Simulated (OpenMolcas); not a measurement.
**Ni4+: moving or changing the point charges**

Ni4+ among 6 point charges of -2.2 e arranged as a trigonal prism (D3h), 1.79 Å from the ion, with a polar angle of 46.2° against the regular 49.1°.

```json
{
  "Program": "OpenMolcas 26.06",
  "Method": "SS-CASPT2, IPEA 0.25 Eh, imaginary shift 0.1 Eh (closed shells correlated: 3s 3p)",
  "Basis": "ANO-RCC-VDZP [5s4p2d1f]",
  "Scalar Hamiltonian": "DKH2, point nucleus",
  "Active space": "6 electrons in 5 orbitals (3d)",
  "State averaging": "2S+1 = 5 even, 5 roots; 2S+1 = 3 even, 45 roots; 2S+1 = 1 even, 50 roots",
  "Spin-orbit coupling": "RASSI with atomic mean-field integrals over the reference wave functions"
}
```

Runs around this geometry, states (labels of D3, the rotations of D3h). Energies in cm-1 above the lowest state or level, χT in cm3 K/mol.

```csv
R (Å),q (e),Polar angle / regular,Ground state,First state of that spin,First gap with spin-orbit (degeneracies),χT at 300 K,First state of another spin
1.79,-1.1,0.94,5E,5A1 3860,"410 (2, 2)",5.164,3E 29250
1.63,-2.2,0.94,5E,5A1 9490,"420 (2, 2)",5.097,3E 27710
1.79,-2.2,0.94,5E,5A1 7650,"420 (2, 2)",5.113,3E 28890
1.9,-2.2,0.94,5E,5A1 6550,"420 (2, 2)",5.124,3E 29220
1.79,-2.2,1.02,5E,5A1 3550,"410 (2, 2)",5.139,3E 28450
```

Taking the first state of the same spin as R^-n, n = -ln(6550 / 9490) / ln(1.9 / 1.63) = 2.4 between the shortest and longest distance.

Scaling the charges by -1.1 / -2.2 = 0.50 scales the first state of the same spin by 3860 / 7650 = 0.50; with fixed orbitals a first-order splitting would follow the charge.

Roots that are degenerate in the reference are averaged as groups; the widest CASPT2 spread within a group is 110 cm-1 (the 2-fold group of multiplicity 5 near 0 cm-1 above the lowest state of its run, R = 1.79, q = -2.2, ratio = 0.94). Shifts and gaps below about the spread of the groups concerned are not significant. An orbital doublet at a regular site is open to a Jahn-Teller distortion, which this geometry leaves out. Point charges give a weaker field than real ligands, and real ions of this kind are often low spin; the high spin found here belongs to the model. Free-ion shares, where given, are those of the reference states; single-state CASPT2 does not remix them. The ground term spreads over less than 5000 cm-1, several times less than with real ligands, so orbital moments are less quenched and χT lies further from the spin-only value than at real sites (holds for R = 1.79, q = -1.1, ratio = 0.94). Point charges carry no covalency, so the field is a model and not that of real ligands. An unlabelled pair can be two single states that coincide in this model. No measured value stands beside these numbers.
